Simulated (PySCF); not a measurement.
```xyz
5
charge 1 multiplicity 1, angstrom
Br    0.0000    0.0000   -0.2921
F     0.0000    1.7234   -0.1520
F     0.0000   -1.7234   -0.1520
F     1.3270    0.0000    0.7560
F    -1.3270    0.0000    0.7560
```

All numbers come from PBE0/[Br def2-SVP, F def2-SVP], no relativity, density fitting, PySCF.

This geometry of BrF₄⁺ is a stationary point at this level.

(1) What is the point group?

(2) Is it a minimum?

(3) What are the dipole moment and the gap between the highest occupied and lowest empty levels?

(4) Give the ideal-gas entropy at 298.15 K and 1 bar by parts.

Answers

(1) C2v.

(2) Yes: all harmonic wavenumbers are real.

(3) 1.75 D about the centre of mass and 6.75 eV.

(4) translation 171.7, rotation 103.9, vibration 35.4, spin 0.0; total 311.1 J/(mol K).

This need not be the most stable arrangement of these atoms.
